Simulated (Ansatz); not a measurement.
Relaxation of CH5BN2Si (10 atoms, charge 0, multiplicity 1), to a largest force component of 0.015 eV/Å in at most 40 steps.

The calculation used RHF/def2-SVP (Ansatz).

```xyz
10
Properties=species:S:1:pos:R:3
Si -1.100 -1.412 -0.568
B 0.078 -0.080 0.184
N 1.520 0.209 0.132
C 1.429 1.279 1.006
N -0.008 0.971 1.210
H -2.500 -0.775 -0.616
H -0.693 -1.697 -1.942
H -1.115 -2.568 0.238
H 2.178 1.895 1.461
H -0.710 1.362 1.824
```

Q: Where does it end, and by what steps?

A: It converged. After 16 steps the energy has fallen by 1.681 eV; H9 moved furthest, 0.65 Å. The start is strongly strained (largest force component 9 eV/Å). Joined: B2–C4.

| step | energy less start (eV) | largest force component (eV/Å) | accepted |
| --- | --- | --- | --- |
| 0 | 0.0000 | 9.063 | yes |
| 1 | -0.9352 | 5.360 | yes |
| 2 | -1.1220 | 4.189 | yes |
| 3 | -1.5333 | 0.843 | yes |
| 4 | -1.5672 | 0.428 | yes |
| 5 | -1.5965 | 0.365 | yes |
| 6 | -1.6037 | 1.595 | yes |
| 7 | -1.6587 | 0.415 | yes |
| 8 | -1.6706 | 0.229 | yes |
| 9 | -1.6694 | 0.655 | no |
| 10 | -1.6789 | 0.123 | yes |
| 11 | -1.6718 | 0.394 | no |
| 12 | -1.6801 | 0.132 | yes |
| 13 | -1.6808 | 0.037 | yes |
| 14 | -1.6809 | 0.016 | yes |
| 15 | -1.6809 | 0.048 | yes |
| 16 | -1.6810 | 0.014 | yes |

```xyz
10
Properties=species:S:1:pos:R:3
Si -1.093 -1.341 -0.554
B 0.120 0.195 0.022
N 1.579 0.371 -0.031
C 1.326 1.081 0.996
N -0.053 1.342 0.956
H -2.523 -0.943 -0.502
H -0.767 -1.780 -1.931
H -0.898 -2.485 0.375
H 1.994 1.379 1.806
H -0.606 1.366 1.793
```

The run took 87 s on 1 CPU thread of a shared host.
